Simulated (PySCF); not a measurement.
C3H4F2Si, SMILES C#C[Si](C)(F)F.

The structure is a stationary point at PBE0-D3(BJ)/def2-SVP.

Computed with TDA-LC-ωPBE/def2-SVPD in PySCF 2.14.0.

Vertical excitations. Isolated molecule, no solvent. State labels are in the subgroup Cs.

### Question
Give excitation energies, oscillator strengths and character. (An estimate is asked for; the answer gives what the named calculation found.)

### Answer

| state | symmetry | energy (eV) | λ (nm) | f | main pairs |
|---|---|---|---|---|---|
| S1 | A" | 6.05 | 205 | 0.000 | HOMO→LUMO 60 %, HOMO−1→LUMO+1 32 % |
| S2 | A' | 6.38 | 194 | 0.000 | HOMO−1→LUMO 48 %, HOMO→LUMO+1 44 % |
| S3 | A" | 6.38 | 194 | 0.000 | HOMO−1→LUMO+1 59 %, HOMO→LUMO 33 % |
| S4 | A" | 9.03 | 137 | 0.001 | HOMO−2→LUMO 86 % |
| S5 | A' | 9.12 | 136 | 0.102 | HOMO→LUMO+2 61 %, HOMO→LUMO+3 24 % |
| S6 | A" | 9.16 | 135 | 0.092 | HOMO−1→LUMO+2 61 %, HOMO−1→LUMO+3 26 % |
| S7 | A' | 9.28 | 134 | 0.139 | HOMO−2→LUMO+1 79 % |
| S8 | A' | 9.91 | 125 | 0.099 | HOMO→LUMO+3 49 %, HOMO→LUMO+5 17 %, HOMO−2→LUMO+2 14 %, HOMO→LUMO+2 8 % |
| S9 | A" | 9.99 | 124 | 0.007 | HOMO−1→LUMO+3 49 %, HOMO−1→LUMO+5 33 % |
| S10 | A' | 10.05 | 123 | 0.600 | HOMO−2→LUMO+2 34 %, HOMO−1→LUMO 13 %, HOMO→LUMO+1 13 %, HOMO→LUMO+5 12 % |
| T1 | A' | 4.74 | 262 | 0 | HOMO−1→LUMO 48 %, HOMO→LUMO+1 38 % |
| T2 | A" | 5.28 | 235 | 0 | HOMO→LUMO 49 %, HOMO−1→LUMO+1 39 % |
| T3 | A' | 5.28 | 235 | 0 | HOMO→LUMO+1 46 %, HOMO−1→LUMO 41 % |
| T4 | A" | 6.06 | 205 | 0 | HOMO−1→LUMO+1 50 %, HOMO→LUMO 41 % |
Triplets are in the Tamm–Dancoff approximation.
